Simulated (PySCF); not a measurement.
**Assignment exercise: C$_{6}$H$_{5}$NO$_{3}$**

Bonds (- single, = double, # triple, : aromatic): C1-O2 1.413 Å, O2-C3 1.402 Å, C3-C4 1.544 Å, C4=O5 1.191 Å, C4-O6 1.364 Å, O6-C7 1.360 Å, C7=C8 1.339 Å, C8-C9 1.401 Å, C9#N10 1.146 Å, C8-C3 1.511 Å. C1 carries H11, H12, H13; C3 carries H14; C7 carries H15. Stereochemistry as in CO[C@H]1C(=O)OC=C1C#N.

[PySCF 2.14.0 with density-fitted response routines: GIAO PBE0/pcSseg-1 shieldings; GFN2-xTB geometry; gas phase; non-relativistic Hamiltonian; one computed conformer; fast rotation and ring inversion assumed for equivalent nuclei]

Referencing at the same level of theory: 13C and 1H against TMS.

(1) Assign these signals to the numbered atoms. 13C{1H} NMR (computed): δ 177.8, 164.9, 116.4, 103.6, 79.6, 58.9.

(2) Assign these signals to the numbered atoms. 1H NMR (300 MHz, computed): δ 7.49 (s, 1H), 4.32 (s, 1H), 4.00 (s, 3H).

Results:

(1) 
| δ (ppm) | atoms | environment | reason |
| --- | --- | --- | --- |
| 177.8 | C4 | ester carbonyl carbon | it is a carbonyl in resonance with an O or N lone pair, the region of acids, esters and amides |
| 164.9 | C7 | alkene carbon bearing oxygen | an sp2 carbon further deshielded by the attached heteroatom |
| 116.4 | C9 | nitrile carbon | C≡N carbons fall here, among the sp2 signals but without a proton |
| 103.6 | C8 | β carbon of an enol-ether or enamine type C=C | the O or N lone pair pushes π density onto this β carbon and shields it |
| 79.6 | C3 | sp3 CH bonded to O, α to a carbonyl | deshielded by the electronegative neighbour |
| 58.9 | C1 | methyl carbon bonded to O | deshielded by the electronegative neighbour |

(2) 
7.49 → H15, hydrogen on an alkene carbon bearing oxygen: olefinic region
4.32 → H14, hydrogen on an sp3 CH bonded to O, α to a carbonyl: its carbon carries O, an electronegative neighbour
4.00 → H11/H12/H13, hydrogen on a methyl carbon bonded to O: its carbon carries O, hence the downfield position

Shifts are as computed. Against solution values, carbons near 30 ppm lie about +3 ppm off and those near 130 ppm about +5 ppm. Of 1211 compounds with measured shifts, 218 miss one by over three times the rms of a fit or turn the order of signals round; such compounds aren't used in these exercises. No couplings were computed; multiplicities are counted from neighbouring protons, with m where these are inequivalent, close in shift, in a saturated or five-membered ring or joined by F or P, and br s for small geminal =CH2 splittings.
